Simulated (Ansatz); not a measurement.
Ansatz (a quantum-chemistry and plane-wave program) input (CCSD(T)/aug-cc-pV(D+d)Z):
A basis named .json is the Basis Set Exchange file of that set.

Ansatz 0.2 input:
```yaml
crystal:
  periodic: [false, false, false]
  atoms:
    - {symbol: Si, position_ang: [0.02753975, 1.03862246, 0.71309319]}
    - {symbol: H, position_ang: [-0.36034013, 2.35242851, 0.12511369]}
    - {symbol: Si, position_ang: [-0.00151251, -0.91693400, -0.54917638]}
    - {symbol: H, position_ang: [0.92469477, -0.82780926, -1.70569212]}
    - {symbol: H, position_ang: [-1.36482314, -1.21305851, -1.05615390]}
    - {symbol: H, position_ang: [0.43608710, -2.01519925, 0.34189710]}
basis:
  gaussian:
    orbitals: aug-cc-pV_D+d_Z.json
magnetization: {spin_polarized: true, initial_magnetization: 2}
correlation: {method: ccsd_t, electrons: outside_noble_gas}
output: {forces: true}
```

End of the output:

```
cycle   9  -6.08538060 eV  change    5.5e-5 eV  update   7.0e-5
cycle  10  -6.08537047 eV  change    1.0e-5 eV  update   2.8e-5
cycle  11  -6.08537140 eV  change   -9.3e-7 eV  update   1.0e-5
cycle  12  -6.08537121 eV  change    1.9e-7 eV  update   3.4e-6
cycle  13  -6.08537074 eV  change    4.7e-7 eV  update   1.4e-6
perturbative correction -0.17592014 eV, -0.0064649459 hartree
the calculation of the forces begins
Total energy: -15792.38131315 eV, -580.3593087978 hartree
Atom 0 at     0.027540     1.038622     0.713093 Å, force     0.025784     0.077402     0.136791 eV/Å
Atom 1 at    -0.360340     2.352429     0.125114 Å, force    -0.027054     0.104834    -0.033183 eV/Å
Atom 2 at    -0.001513    -0.916934    -0.549176 Å, force    -0.007361    -0.082966    -0.075156 eV/Å
Atom 3 at     0.924695    -0.827809    -1.705692 Å, force     0.074148     0.016969    -0.084141 eV/Å
Atom 4 at    -1.364823    -1.213059    -1.056154 Å, force    -0.107804    -0.013648    -0.032522 eV/Å
Atom 5 at     0.436087    -2.015199     0.341897 Å, force     0.042288    -0.102591     0.088211 eV/Å
Dipole moment:    -0.001004    -0.032800    -0.022993 e Å
```

This is an excited triplet: at this geometry the singlet lies 0.18 eV lower at RI-MP2/CBS(aug-cc-pV(T+d)Z,aug-cc-pV(Q+d)Z)+[CCSD(T)-MP2]/aug-cc-pV(T+d)Z.
